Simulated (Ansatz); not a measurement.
Reaction (ligand exchange at the Si–C bond): `O[SiH](O)C#C[SiH3]` + `N[SiH](F)F` → `O[SiH](O)N[SiH](F)F` + `C#C[SiH3]`

Gas-phase electronic energies from Ansatz, PBE0-D4/def2-TZVP geometries. CBS: MP2 limit from def2 TZ/QZ plus the TZ coupled-cluster correction, frozen cores. This one scheme is used for every species. One conformer a species, not always the lowest.

`O[SiH](O)C#C[SiH3]`:

```xyz
12

O     1.139   -2.559    0.794
Si    1.553   -0.980    0.884
O     2.870   -0.574    0.007
C     0.128    0.014    0.295
C    -0.815    0.662   -0.114
Si   -2.232    1.646   -0.713
H     0.525   -2.829    0.110
H     1.896   -0.707    2.287
H     2.761   -0.398   -0.928
H    -1.988    2.039   -2.122
H    -2.373    2.858    0.130
H    -3.466    0.827   -0.629
```

`N[SiH](F)F`:

Cartesian coordinates in Å:
```
N -0.298 0.160 0.996
Si 0.109 -0.034 -0.626
F 1.065 1.162 -1.041
F 0.947 -1.346 -0.950
H -1.103 -0.294 1.393
H 0.375 0.425 1.696
H -1.095 -0.073 -1.467
```

`O[SiH](O)N[SiH](F)F`:

```xyz
12

O     0.964    2.209    0.209
Si    0.110    1.057   -0.566
O     1.139    0.094   -1.400
N    -0.658    0.077    0.615
Si   -0.377   -1.575    0.879
F    -1.522   -2.105    1.841
F    -0.493   -2.364   -0.498
H     1.357    2.908   -0.315
H    -0.881    1.688   -1.472
H     0.768   -0.566   -1.988
H    -1.326    0.516    1.234
H     0.921   -1.940    1.462
```

`C#C[SiH3]`:

Cartesian coordinates in Å:
```
C 1.696 -0.829 0.530
C 0.653 -0.319 0.204
Si -0.924 0.452 -0.289
H 2.618 -1.280 0.818
H -1.438 -0.219 -1.508
H -1.907 0.305 0.812
H -0.699 1.891 -0.569
```

| level | ΔE (kJ/mol) |
| --- | --- |
| SCS-MP2/def2-QZVPP | -36.7 |
| MP2/CBS(def2) | -36.7 |

(1) What does CCSD(T)/CBS give? (Best estimate.)

Largest T1 diagnostic among the species: 0.013.

Results:

(1) The calculation gave: -38.9 kJ/mol. The listed levels differ from it by 2.2, 2.2 kJ/mol.

From PBE to PBE0 (25 % exact exchange), in def2-TZVPP and without D4, ΔE moves by −4.9 kJ/mol. The D4 term adds −6.1 kJ/mol with B3LYP and −3.2 kJ/mol with PBE0; it sums over pairs of atoms, weighted by their polarisabilities, and B3LYP, whose exchange is more repulsive, gets the larger term.

B3LYP here is the variant with VWN-RPA as its local correlation; programs differ in this.
